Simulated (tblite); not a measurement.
Record of a relaxation.

Species: C₇H₅ClO₂.
Numbering: `[CH2:1]=[CH:2][c:3]1[cH:4][cH:5][c:6]([C:7](=[O:8])[Cl:9])[o:10]1` (hydrogens: H11, H12 on C1; H13 on C2; H14 on C4; H15 on C5)

Computed with GFN2-xTB (tblite), gas phase: L-BFGS steps from a force-field or distance-geometry start until the largest atomic force falls under 0.01 eV/Å. 9 of its 39 geometries are shown.

Step 0: E = -821.2376 eV, largest atomic force 2.668 eV/Å
```
atom  x, y, z in Å  |  force x, y, z in eV/Å
C1     -2.542    1.187    0.111   -0.964   0.357   0.003
C2     -2.095   -0.039   -0.142    0.123   0.415   0.255
C3     -0.689   -0.334   -0.111    1.133   0.037  -0.049
C4     -0.065   -1.537   -0.353    0.406  -0.750   0.017
C5      1.329   -1.341   -0.211   -0.368  -0.154  -0.203
C6      1.499   -0.006    0.082   -0.487   0.754   0.206
C7      2.717    0.761    0.318    1.750  -1.919  -0.230
O8      3.835    0.241    0.276   -2.223   1.468   0.150
Cl9     2.472    2.452    0.681    0.061  -0.229  -0.064
O10     0.277    0.600    0.151   -0.484  -0.266  -0.124
H11    -1.891    2.020    0.331   -0.031  -0.176  -0.050
H12    -3.619    1.391    0.097    0.625  -0.015   0.026
H13    -2.792   -0.847   -0.339    0.358   0.016  -0.036
H14    -0.558   -2.477   -0.581    0.222   0.396   0.075
H15     2.116   -2.062   -0.332   -0.123   0.066   0.023
```

Step 5: E = -821.3919 eV, largest atomic force 0.170 eV/Å
```
atom  x, y, z in Å  |  force x, y, z in eV/Å
C1     -2.556    1.195    0.111   -0.039   0.132   0.039
C2     -2.075   -0.020   -0.126    0.019  -0.047  -0.009
C3     -0.667   -0.340   -0.117    0.004   0.037   0.035
C4     -0.049   -1.556   -0.347   -0.128  -0.012  -0.026
C5      1.323   -1.337   -0.220   -0.025  -0.076  -0.004
C6      1.472    0.005    0.086    0.049   0.029   0.001
C7      2.705    0.712    0.312   -0.034   0.144   0.032
O8      3.812    0.270    0.279   -0.043  -0.109  -0.026
Cl9     2.469    2.435    0.676   -0.124  -0.058  -0.019
O10     0.258    0.598    0.146    0.026  -0.028  -0.015
H11    -1.896    2.015    0.329    0.006   0.084   0.011
H12    -3.613    1.398    0.098    0.050   0.002   0.001
H13    -2.749   -0.839   -0.340    0.155  -0.068  -0.015
H14    -0.550   -2.472   -0.580    0.034  -0.062  -0.010
H15     2.111   -2.054   -0.330    0.050   0.032   0.006
```

Step 10: E = -821.3999 eV, largest atomic force 0.050 eV/Å
```
atom  x, y, z in Å  |  force x, y, z in eV/Å
C1     -2.553    1.204    0.115    0.022  -0.033  -0.010
C2     -2.069   -0.012   -0.122    0.016   0.000  -0.005
C3     -0.665   -0.337   -0.114   -0.003  -0.007  -0.008
C4     -0.055   -1.559   -0.349    0.006  -0.001   0.006
C5      1.319   -1.342   -0.220    0.004  -0.007  -0.005
C6      1.470    0.001    0.085   -0.003  -0.005  -0.003
C7      2.697    0.713    0.312    0.026  -0.017  -0.009
O8      3.801    0.261    0.276    0.003   0.029   0.010
Cl9     2.444    2.428    0.673   -0.048  -0.013  -0.004
O10     0.260    0.597    0.145   -0.013  -0.008   0.006
H11    -1.897    2.030    0.331   -0.009   0.013   0.006
H12    -3.610    1.402    0.099    0.002   0.014   0.004
H13    -2.718   -0.849   -0.342   -0.011   0.029   0.008
H14    -0.545   -2.482   -0.582   -0.002   0.025   0.008
H15     2.116   -2.047   -0.328    0.010  -0.021  -0.005
```

Step 14: E = -821.4008 eV, largest atomic force 0.052 eV/Å
```
atom  x, y, z in Å  |  force x, y, z in eV/Å
C1     -2.549    1.204    0.115   -0.015   0.040   0.007
C2     -2.066   -0.012   -0.124   -0.009   0.015   0.013
C3     -0.663   -0.339   -0.115    0.007   0.007   0.010
C4     -0.053   -1.559   -0.348   -0.008  -0.025  -0.010
C5      1.320   -1.345   -0.221    0.015  -0.008  -0.004
C6      1.471   -0.002    0.083    0.022  -0.012   0.004
C7      2.698    0.711    0.310   -0.030   0.036   0.023
O8      3.804    0.266    0.279    0.009   0.029   0.000
Cl9     2.425    2.425    0.672   -0.006  -0.016  -0.007
O10     0.262    0.595    0.146    0.035  -0.005  -0.015
H11    -1.899    2.035    0.332    0.023  -0.017  -0.003
H12    -3.606    1.405    0.100    0.000  -0.014  -0.004
H13    -2.718   -0.846   -0.341   -0.012   0.004  -0.005
H14    -0.546   -2.480   -0.581   -0.017  -0.030  -0.006
H15     2.118   -2.051   -0.330   -0.015  -0.003  -0.003
```

Step 19: E = -821.4020 eV, largest atomic force 0.034 eV/Å
```
atom  x, y, z in Å  |  force x, y, z in eV/Å
C1     -2.546    1.210    0.116    0.016  -0.017   0.005
C2     -2.063   -0.007   -0.121    0.005  -0.005  -0.003
C3     -0.660   -0.341   -0.114   -0.014  -0.009  -0.011
C4     -0.053   -1.564   -0.349   -0.012   0.007   0.003
C5      1.321   -1.353   -0.224   -0.018  -0.010   0.002
C6      1.477   -0.011    0.082   -0.013   0.003  -0.004
C7      2.696    0.713    0.313    0.013   0.002  -0.012
O8      3.809    0.285    0.282    0.001   0.009   0.007
Cl9     2.397    2.422    0.669    0.000   0.032   0.010
O10     0.269    0.589    0.143   -0.030  -0.010   0.006
H11    -1.893    2.038    0.334    0.006   0.000  -0.001
H12    -3.603    1.407    0.100    0.020   0.011   0.000
H13    -2.721   -0.837   -0.340    0.018   0.004   0.002
H14    -0.552   -2.484   -0.580    0.013   0.006   0.001
H15     2.118   -2.060   -0.333   -0.006  -0.023  -0.005
```

Step 24: E = -821.4025 eV, largest atomic force 0.020 eV/Å
```
atom  x, y, z in Å  |  force x, y, z in eV/Å
C1     -2.540    1.211    0.118    0.004   0.002  -0.007
C2     -2.062   -0.007   -0.121   -0.002  -0.007  -0.001
C3     -0.661   -0.343   -0.115    0.009  -0.001   0.010
C4     -0.055   -1.567   -0.349    0.013  -0.003  -0.001
C5      1.320   -1.357   -0.224    0.007   0.011  -0.002
C6      1.477   -0.014    0.081    0.000   0.001   0.002
C7      2.694    0.717    0.312   -0.011  -0.006   0.009
O8      3.809    0.296    0.285   -0.017   0.003  -0.005
Cl9     2.387    2.426    0.670   -0.004  -0.008  -0.004
O10     0.268    0.586    0.143    0.011   0.008  -0.006
H11    -1.888    2.039    0.335    0.020  -0.002   0.004
H12    -3.597    1.411    0.100   -0.008   0.013   0.005
H13    -2.719   -0.835   -0.340   -0.015  -0.012  -0.004
H14    -0.552   -2.487   -0.580    0.000  -0.005  -0.002
H15     2.113   -2.068   -0.336   -0.008   0.007   0.003
```

Step 28: E = -821.4027 eV, largest atomic force 0.021 eV/Å
```
atom  x, y, z in Å  |  force x, y, z in eV/Å
C1     -2.537    1.212    0.117   -0.002   0.001   0.003
C2     -2.062   -0.008   -0.122   -0.007   0.003   0.002
C3     -0.660   -0.345   -0.115   -0.013   0.000  -0.009
C4     -0.054   -1.568   -0.349   -0.011   0.003   0.001
C5      1.321   -1.357   -0.224   -0.004  -0.007   0.002
C6      1.476   -0.014    0.080   -0.005   0.001   0.000
C7      2.691    0.719    0.313    0.004   0.004  -0.004
O8      3.808    0.300    0.286    0.011  -0.009   0.000
Cl9     2.382    2.427    0.670   -0.008   0.004   0.001
O10     0.268    0.585    0.143   -0.015  -0.006   0.003
H11    -1.881    2.037    0.336    0.006  -0.020  -0.005
H12    -3.593    1.415    0.102    0.015   0.004   0.000
H13    -2.721   -0.836   -0.341    0.003   0.011   0.002
H14    -0.551   -2.488   -0.581    0.006   0.003   0.001
H15     2.110   -2.071   -0.336    0.020   0.007   0.002
```

Step 33: E = -821.4030 eV, largest atomic force 0.021 eV/Å
```
atom  x, y, z in Å  |  force x, y, z in eV/Å
C1     -2.530    1.212    0.117    0.009  -0.004   0.007
C2     -2.064   -0.010   -0.122    0.007  -0.005  -0.006
C3     -0.663   -0.348   -0.116    0.009  -0.009   0.003
C4     -0.055   -1.570   -0.350    0.008  -0.012  -0.004
C5      1.320   -1.357   -0.224   -0.002   0.005   0.003
C6      1.473   -0.015    0.080   -0.002  -0.002   0.001
C7      2.686    0.722    0.313   -0.002  -0.007  -0.004
O8      3.804    0.306    0.286   -0.012   0.011   0.002
Cl9     2.369    2.429    0.670    0.008  -0.004   0.000
O10     0.264    0.582    0.142    0.004   0.000  -0.001
H11    -1.863    2.028    0.335    0.006   0.020   0.002
H12    -3.584    1.428    0.104   -0.010   0.002  -0.001
H13    -2.726   -0.836   -0.341   -0.013  -0.003  -0.001
H14    -0.548   -2.492   -0.581   -0.010  -0.010  -0.003
H15     2.112   -2.070   -0.335    0.000   0.016   0.003
```

Step 38: E = -821.4031 eV, largest atomic force 0.010 eV/Å
```
atom  x, y, z in Å  |  force x, y, z in eV/Å
C1     -2.527    1.212    0.119   -0.001   0.006  -0.003
C2     -2.065   -0.011   -0.123   -0.003   0.003   0.005
C3     -0.664   -0.352   -0.117   -0.004   0.000  -0.005
C4     -0.054   -1.573   -0.351   -0.002   0.000   0.003
C5      1.320   -1.358   -0.224    0.004  -0.003  -0.001
C6      1.472   -0.015    0.080    0.000   0.001   0.000
C7      2.684    0.722    0.313   -0.004   0.007   0.001
O8      3.802    0.309    0.287    0.002  -0.007  -0.001
Cl9     2.365    2.429    0.670    0.000   0.003   0.001
O10     0.262    0.581    0.141   -0.003  -0.003   0.002
H11    -1.857    2.027    0.335   -0.006  -0.004   0.000
H12    -3.580    1.432    0.105    0.009  -0.004   0.001
H13    -2.729   -0.835   -0.341    0.001   0.006   0.000
H14    -0.548   -2.495   -0.582    0.004  -0.002   0.000
H15     2.115   -2.066   -0.334    0.005  -0.004   0.000
```

Q: Summarise the path.

A: The energy falls by 15.97 kJ/mol from step 0 to step 38; nine tenths of that is first reached at step 4. It falls at every step. The largest force goes from 2.668 to 0.010 eV/Å. Among the bonds C7=O8 changes most, from 1.233 to 1.193 Å; the atoms move by 0.050 Å rms after alignment.

Q: Follow the three bonds and two angles with the largest change from start to end.

A: 
```json
{"step": "0", "E above end (kJ/mol)": "15.97", "largest force (eV/Å)": "2.668", "C7=O8 (Å)": "1.233", "C3–O10 (Å)": "1.370", "C7–Cl9 (Å)": "1.746", "C6–C7–O8 (°)": "121.9", "C3–C2–H13 (°)": "118.6"}
{"step": "2", "E above end (kJ/mol)": "3.52", "largest force (eV/Å)": "0.446", "C7=O8 (Å)": "1.197", "C3–O10 (Å)": "1.346", "C7–Cl9 (Å)": "1.772", "C6–C7–O8 (°)": "125.4", "C3–C2–H13 (°)": "117.7"}
{"step": "3", "E above end (kJ/mol)": "2.32", "largest force (eV/Å)": "0.405", "C7=O8 (Å)": "1.197", "C3–O10 (Å)": "1.346", "C7–Cl9 (Å)": "1.775", "C6–C7–O8 (°)": "126.1", "C3–C2–H13 (°)": "117.3"}
{"step": "5", "E above end (kJ/mol)": "1.08", "largest force (eV/Å)": "0.170", "C7=O8 (Å)": "1.193", "C3–O10 (Å)": "1.343", "C7–Cl9 (Å)": "1.776", "C6–C7–O8 (°)": "127.5", "C3–C2–H13 (°)": "116.2"}
{"step": "7", "E above end (kJ/mol)": "0.51", "largest force (eV/Å)": "0.136", "C7=O8 (Å)": "1.193", "C3–O10 (Å)": "1.340", "C7–Cl9 (Å)": "1.764", "C6–C7–O8 (°)": "126.8", "C3–C2–H13 (°)": "114.8"}
{"step": "8", "E above end (kJ/mol)": "0.40", "largest force (eV/Å)": "0.109", "C7=O8 (Å)": "1.194", "C3–O10 (Å)": "1.340", "C7–Cl9 (Å)": "1.764", "C6–C7–O8 (°)": "126.5", "C3–C2–H13 (°)": "114.5"}
{"step": "10", "E above end (kJ/mol)": "0.31", "largest force (eV/Å)": "0.050", "C7=O8 (Å)": "1.194", "C3–O10 (Å)": "1.341", "C7–Cl9 (Å)": "1.770", "C6–C7–O8 (°)": "126.7", "C3–C2–H13 (°)": "114.3"}
{"step": "12", "E above end (kJ/mol)": "0.27", "largest force (eV/Å)": "0.055", "C7=O8 (Å)": "1.193", "C3–O10 (Å)": "1.340", "C7–Cl9 (Å)": "1.774", "C6–C7–O8 (°)": "126.9", "C3–C2–H13 (°)": "114.3"}
{"step": "13", "E above end (kJ/mol)": "0.25", "largest force (eV/Å)": "0.063", "C7=O8 (Å)": "1.193", "C3–O10 (Å)": "1.340", "C7–Cl9 (Å)": "1.774", "C6–C7–O8 (°)": "127.0", "C3–C2–H13 (°)": "114.4"}
{"step": "15", "E above end (kJ/mol)": "0.19", "largest force (eV/Å)": "0.039", "C7=O8 (Å)": "1.193", "C3–O10 (Å)": "1.340", "C7–Cl9 (Å)": "1.771", "C6–C7–O8 (°)": "127.1", "C3–C2–H13 (°)": "114.5"}
{"step": "17", "E above end (kJ/mol)": "0.15", "largest force (eV/Å)": "0.061", "C7=O8 (Å)": "1.194", "C3–O10 (Å)": "1.340", "C7–Cl9 (Å)": "1.768", "C6–C7–O8 (°)": "127.1", "C3–C2–H13 (°)": "114.5"}
{"step": "18", "E above end (kJ/mol)": "0.13", "largest force (eV/Å)": "0.056", "C7=O8 (Å)": "1.193", "C3–O10 (Å)": "1.340", "C7–Cl9 (Å)": "1.769", "C6–C7–O8 (°)": "127.2", "C3–C2–H13 (°)": "114.5"}
{"step": "20", "E above end (kJ/mol)": "0.09", "largest force (eV/Å)": "0.033", "C7=O8 (Å)": "1.193", "C3–O10 (Å)": "1.340", "C7–Cl9 (Å)": "1.772", "C6–C7–O8 (°)": "127.4", "C3–C2–H13 (°)": "114.5"}
{"step": "21", "E above end (kJ/mol)": "0.09", "largest force (eV/Å)": "0.032", "C7=O8 (Å)": "1.193", "C3–O10 (Å)": "1.339", "C7–Cl9 (Å)": "1.773", "C6–C7–O8 (°)": "127.5", "C3–C2–H13 (°)": "114.5"}
{"step": "23", "E above end (kJ/mol)": "0.07", "largest force (eV/Å)": "0.023", "C7=O8 (Å)": "1.193", "C3–O10 (Å)": "1.339", "C7–Cl9 (Å)": "1.774", "C6–C7–O8 (°)": "127.5", "C3–C2–H13 (°)": "114.4"}
{"step": "25", "E above end (kJ/mol)": "0.06", "largest force (eV/Å)": "0.022", "C7=O8 (Å)": "1.193", "C3–O10 (Å)": "1.339", "C7–Cl9 (Å)": "1.772", "C6–C7–O8 (°)": "127.5", "C3–C2–H13 (°)": "114.4"}
{"step": "26", "E above end (kJ/mol)": "0.05", "largest force (eV/Å)": "0.020", "C7=O8 (Å)": "1.193", "C3–O10 (Å)": "1.339", "C7–Cl9 (Å)": "1.772", "C6–C7–O8 (°)": "127.5", "C3–C2–H13 (°)": "114.5"}
{"step": "28", "E above end (kJ/mol)": "0.05", "largest force (eV/Å)": "0.021", "C7=O8 (Å)": "1.193", "C3–O10 (Å)": "1.339", "C7–Cl9 (Å)": "1.772", "C6–C7–O8 (°)": "127.5", "C3–C2–H13 (°)": "114.5"}
{"step": "30", "E above end (kJ/mol)": "0.03", "largest force (eV/Å)": "0.022", "C7=O8 (Å)": "1.193", "C3–O10 (Å)": "1.339", "C7–Cl9 (Å)": "1.773", "C6–C7–O8 (°)": "127.5", "C3–C2–H13 (°)": "114.6"}
{"step": "31", "E above end (kJ/mol)": "0.03", "largest force (eV/Å)": "0.022", "C7=O8 (Å)": "1.193", "C3–O10 (Å)": "1.339", "C7–Cl9 (Å)": "1.774", "C6–C7–O8 (°)": "127.5", "C3–C2–H13 (°)": "114.6"}
{"step": "33", "E above end (kJ/mol)": "0.01", "largest force (eV/Å)": "0.021", "C7=O8 (Å)": "1.193", "C3–O10 (Å)": "1.339", "C7–Cl9 (Å)": "1.773", "C6–C7–O8 (°)": "127.5", "C3–C2–H13 (°)": "114.6"}
{"step": "35", "E above end (kJ/mol)": "0.01", "largest force (eV/Å)": "0.014", "C7=O8 (Å)": "1.193", "C3–O10 (Å)": "1.339", "C7–Cl9 (Å)": "1.773", "C6–C7–O8 (°)": "127.5", "C3–C2–H13 (°)": "114.7"}
{"step": "36", "E above end (kJ/mol)": "0.00", "largest force (eV/Å)": "0.011", "C7=O8 (Å)": "1.193", "C3–O10 (Å)": "1.339", "C7–Cl9 (Å)": "1.773", "C6–C7–O8 (°)": "127.6", "C3–C2–H13 (°)": "114.7"}
{"step": "38", "E above end (kJ/mol)": "0.00", "largest force (eV/Å)": "0.010", "C7=O8 (Å)": "1.193", "C3–O10 (Å)": "1.339", "C7–Cl9 (Å)": "1.773", "C6–C7–O8 (°)": "127.6", "C3–C2–H13 (°)": "114.8"}
```
